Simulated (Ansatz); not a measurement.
Basis sets compared for Ag9S5. Charge 0, multiplicity 2. Geometry PBE-D4/def2-SVP, loosely relaxed. Ansatz on 2 threads of AMD EPYC 7R13 on a shared host and a share (18 GiB) of an NVIDIA H100 80GB HBM3; times are rough, and most runs start from earlier orbitals.

```xyz
14

Ag    1.676   -0.429    1.850
Ag   -2.191   -1.133   -0.924
Ag   -3.831    1.102   -1.459
Ag    1.684    1.776    0.014
Ag   -1.264   -0.817    1.745
Ag    0.511   -2.249   -0.180
Ag    4.224    0.221    0.363
Ag    0.388    0.026   -2.020
Ag   -1.331    1.710   -0.232
S     0.472   -2.449    2.243
S    -0.557   -2.204   -2.370
S     0.342    2.458   -1.824
S     3.070    1.543    1.974
S    -3.193    0.445    0.821
```

In the def2 sets Ag takes a core potential; there is no spin–orbit coupling. Single mean-field runs in def2-TZVP are fitted with def2-universal-jkfit. The geometry of the charge 0 doublet is only loosely relaxed. Another isomer (doublet) lies 1.02 eV lower at PBE0-D4/def2-TZVP; other spin states weren't run for this one.

Binding counts from free atoms (Ag doublet, S triplet) in the same basis, without a counterpoise term.

| level | functions | energy (Eh) | HOMO (eV) | LUMO (eV) | binding per atom (eV) | wall time |
| --- | --- | --- | --- | --- | --- | --- |
| PBE-D4/def2-SVP | 369 | -3312.8232 | -5.60 | -5.33 | 2.55 | 7.5 s |
| PBE0-D4/def2-SVP | 369 | -3312.7843 | -6.44 | -5.11 | 2.38 | 12 s |

Q: Estimate the rows for PBE-D4/def2-TZVP (with forces), PBE0-D4/def2-TZVP.

A: 
```
                         level  functions  energy (Eh)  HOMO (eV)  LUMO (eV)  binding per atom (eV)  wall time
PBE-D4/def2-TZVP (with forces)        545   -3313.8522      -5.52      -5.25                   2.55       10 s
             PBE0-D4/def2-TZVP        545   -3313.7888      -6.34      -5.00                   2.37      8.5 s
```
